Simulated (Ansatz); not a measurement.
Born–Oppenheimer molecular dynamics of FH3HfO3 (8 atoms, charge 0, multiplicity 1). It starts from a relaxed structure.

Theory: RHF/def2-SVP in Ansatz 0.2.0.

```yaml
ensemble: NVT, Nosé–Hoover chain
time_step: 0.25 fs
steps_asked: 300
set_temperature: 1000 K
thermostat: time constant 1 fs, chain length 1
seed: 489933
```

First frame:

```xyz
8
Properties=species:S:1:pos:R:3
Hf -0.105 -0.146 0.111
F 0.073 0.198 2.008
O 1.667 -0.298 -0.649
H 2.516 -0.379 -1.038
O -1.064 1.331 -0.688
H -1.531 2.035 -1.095
O -1.087 -1.796 -0.119
H -1.561 -2.594 -0.254
```

(1) How far do the bonds stretch over the last three quarters of this one trajectory? (Pairs bonded in most of those frames.)

Answers

(1) 
```csv
bond,mean (Å),spread (Å),shortest,longest
Hf1–F2,1.936,0.017,1.91,1.96
Hf1–O3,1.969,0.017,1.94,1.99
Hf1–O5,1.980,0.041,1.91,2.04
Hf1–O7,1.975,0.058,1.90,2.06
O3–H4,0.949,0.024,0.91,0.99
O5–H6,0.949,0.006,0.94,0.96
O7–H8,0.954,0.015,0.93,0.98
```

Mean temperature of the second half: 1006 K. The conserved energy stayed within 0.079 meV per atom of its start (net change 0.055 meV per atom), so the integration is sound. A run of 0.075 ps of so small a system gives no equilibrium averages.

Run time: 9.6 min on 1 thread of Arm Neoverse V2, on a shared host, peak memory 0.19 GiB.
